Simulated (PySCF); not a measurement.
Compound: C6H10O2Si.
Geometry (PBE0-D3(BJ)/def2-SVP, Å), atoms numbered from 1 in this order:
```xyz
19
C6H10O2Si angstrom
C      2.980   -0.080    0.125
C      1.771   -0.965    0.106
O      1.668   -2.018    0.688
O      0.774   -0.476   -0.637
Si    -0.659   -1.436   -0.724
C     -1.956   -0.363   -1.576
C     -2.998   -0.207   -0.497
C     -2.804   -0.791    0.695
C     -1.546   -1.585    0.931
H      3.751   -0.512    0.771
H      3.364    0.038   -0.899
H      2.699    0.922    0.481
H     -0.316   -2.701   -1.426
H     -1.538    0.610   -1.887
H     -2.375   -0.821   -2.488
H     -3.903    0.380   -0.694
H     -3.545   -0.691    1.496
H     -0.940   -1.175    1.757
H     -1.754   -2.632    1.210
```

A calculation gives these core lines: C 1s: 290.17 (area 2), 290.20 (area 2), 291.31 (area 1), 294.53 (area 1) eV; O 1s: 537.61 (area 1), 538.65 (area 1) eV; Si 1s: 1846.93 eV; Si 2p3/2: 107.07 eV.

Theory: delta-SCF UKS SCAN, pcX-2 on the ionised atom, pcseg-1 elsewhere, spin-free X2C (PySCF 2.14.0). Isolated species at its PBE0-D3(BJ)/def2-SVP geometry (one conformer only).

Question: Which oxygen gives which O 1s line?

Answer: 537.61 eV: O3 (carbonyl oxygen); 538.65 eV: O4 (oxygen singly bound to a carbonyl carbon). Lowest listed O 1s: O3, bonded to C (double bond). Highest, 1.04 eV above it: O4, bonded to C and Si. Summing the Pauling electronegativity differences to the bonded atoms, each weighted by its formal bond order, gives -1.78 for the lowest site and -2.43 for the highest; the largest sum, -1.78, belongs to O3, 1.04 eV below the top. The smallest sum, -2.43, belongs to O4, 1.04 eV above the lowest.

Bonded neighbours of each site: C1: C and 3 H; C2: O (double bond), O and C; O3: C (double bond); O4: C and Si; Si5: O, 2 C and H; C6/C9: C, 2 H and Si; C7/C8: C (double bond), C and H.

Question: Give the binding energy of C 1s of C2 in hartree and in kJ/mol.

Answer: 294.53 eV = 10.8238 Eh = 28418 kJ/mol.

Topologically equivalent atoms share the value of their first member; where this conformer doesn't relate them by symmetry, their own values could differ. The unrestricted hole states depart most from a pure doublet (⟨S²⟩ = 0.75; over 0.85 named) for C 1s of C2 (0.99), which makes this value less certain. For 2p shells one spin-free hole was relaxed; a mean-field spin–orbit operator and the ground-state splitting of the three 2p orbitals were then diagonalised within the shell. The shell's mean is (2 × 2p3/2 + 2p1/2)/3, and the degeneracies 2j + 1 give areas of 2:1. 2p1/2 minus 2p3/2 (ligand field included): Si 0.63 eV.
